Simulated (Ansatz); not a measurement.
## A geometry optimisation of ClCuH3Si2+ with PBE-D3(BJ)/def2-SVP

The starting geometry of this gas-phase singlet was optimised with GFN2-xTB.

| atom | x (Å) | y (Å) | z (Å) |
| --- | --- | --- | --- |
| Cl | -3.9283 | 1.9815 | 0.6775 |
| Cu | 0.6043 | 2.1156 | -2.5719 |
| Si | -2.0422 | 1.4182 | 0.5235 |
| Si | -1.0323 | 0.8486 | -1.5832 |
| H | -1.5505 | 1.4435 | 1.9047 |
| H | -0.7573 | -0.5532 | -1.1586 |
| H | -2.3637 | 0.6490 | -2.2280 |

Task: Predict what becomes of its bonds when it is optimised with PBE-D3(BJ)/def2-SVP.

Result: A new bond forms, giving a structure given below by its coordinates. Contacts that close: Cu2–Si3 (4.13 → 2.46 Å).

The energy falls by 0.62 eV over 15 steps:

| step | E − E(last) (eV) |
| --- | --- |
| 1 | 0.619 |
| 3 | 0.390 |
| 4 | 0.341 |
| 6 | 0.237 |
| 7 | 0.177 |
| 9 | 0.044 |
| 10 | 0.010 |
| 12 | 0.000 |
| 13 | 0.000 |
| 15 | 0.000 |

Final geometry (Å):

```yaml
atoms:
  - { symbol: Cl, position_ang: [-3.5536, 2.6788, 0.4522] }
  - { symbol: Cu, position_ang: [-0.3851, 2.4149, -1.3174] }
  - { symbol: Si, position_ang: [-1.9224, 1.4665, 0.3509] }
  - { symbol: Si, position_ang: [-1.4003, 0.3232, -1.5069] }
  - { symbol: H, position_ang: [-1.1194, 1.4178, 1.6130] }
  - { symbol: H, position_ang: [-0.3332, -0.7161, -1.3733] }
  - { symbol: H, position_ang: [-2.3560, 0.3182, -2.6545] }
```

Frequencies at the end are all real (lowest 85 cm⁻¹). Run with Ansatz 0.2.0, 24 s on 1 thread of Intel(R) Xeon(R) 6975P-C (Granite Rapids) (shared host).
